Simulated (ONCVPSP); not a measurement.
**carbon (C), ONCV: configuration errors across variants**

C, optimised norm-conserving Vanderbilt (ONCV), made with ONCVPSP 4.0.1 (PBE, scalar-relativistic). Core [He], reference 2s2 2p2. Waves: 2s: rc 1.30 bohr, ncon 4, nbas 8, qcut 5.9 1/bohr, 2 projectors, debl 1.8 Ha; 2p: rc 1.75 bohr, ncon 4, nbas 8, qcut 7.6 1/bohr, 3 projectors, debl 0.4 Ha. Local part: polynomial inside 1.00 bohr (lpopt 2, dvloc0 0 Ha). Core correction: none.

All-electron excitation energies from the reference (eV): (1) 2s2 2p1 10.861; (2) 2s2 2p0 35.017; (3) 2s1 2p0 83.211; (4) 2s1 2p2 19.615.

Errors AE − PS in meV (a dash: test not solved or not reliable):

```json
{"change": "base", "(1)": "+20", "(2)": "+207", "(3)": "+430", "(4)": "-12", "bound ghosts": "none", "GHOST(+) flags above zero": "none"}
{"change": "s: debl 0.8", "(1)": "+20", "(2)": "+207", "(3)": "+430", "(4)": "-12", "bound ghosts": "none", "GHOST(+) flags above zero": "none"}
{"change": "p: rc 1.2", "(1)": "–", "(2)": "–", "(3)": "–", "(4)": "–", "bound ghosts": "none", "GHOST(+) flags above zero": "p"}
```

Problem. Give the same row for: s: qcut 8.2.

Solution. +17, +184, +433, -13; bound ghosts: none; GHOST(+) flags above zero: none.
